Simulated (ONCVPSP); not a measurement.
**How hard is this Mn (Z = 25) ONCV potential?**

```
Element                 : manganese (Mn)
Generator               : ONCVPSP 4.0.1
Type                    : optimised norm-conserving Vanderbilt (ONCV)
Functional              : PBE
Relativity              : scalar-relativistic
Frozen core             : [Ne]
Valence charge          : 15
Reference configuration : 3s2 3p6 3d5 4s1 (charge +1)
Partial waves           : 3s+4s: rc 1.20 bohr, ncon 4, nbas 7, qcut 12.1 1/bohr, 2 projectors; 3p: rc 1.30 bohr, ncon 4, nbas 8, qcut 9.6 1/bohr, 2 projectors, debl 0.7 Ha; 3d: rc 1.80 bohr, ncon 4, nbas 8, qcut 9.1 1/bohr, 2 projectors, debl 1.3 Ha
Local potential         : polynomial inside 1.15 bohr (lpopt 5, dvloc0 4 Ha)
Core correction         : none
```

In the p channel the program set the typed energies aside and used -2.309, 0.250 Ha.

Task: For each optimised wave give the share of its norm inside rc, the residual kinetic energy above qcut (Ha) and the cutoffs (Ha) for errors of 10, 1, 0.1 and 0.01 mHa per electron.

Result:

| wave | norm inside rc | residual KE | 10 mHa | 1 mHa | 0.1 mHa | 0.01 mHa |
| --- | --- | --- | --- | --- | --- | --- |
| 3s | 0.868 | 1.5e-07 | 34.2 | 44.5 | 52.9 | 60.1 |
| 4s | 0.039 | 2.1e-08 | 24.3 | 37.5 | 48.2 | 56.9 |
| 3p | 0.864 | 4.9e-07 | 23.4 | 30.3 | 36.2 | 41.0 |
| p projector 2 | 0.026 | 8.7e-08 | 15.8 | 23.4 | 30.2 | 35.8 |
| 3d | 0.845 | 1.2e-06 | 26.4 | 31.6 | 35.4 | 38.5 |
| d projector 2 | 0.077 | 3.6e-06 | 24.7 | 31.1 | 35.9 | 39.6 |

The occupied waves need 44 Ha and 53 Ha for 1 and 0.1 mHa.
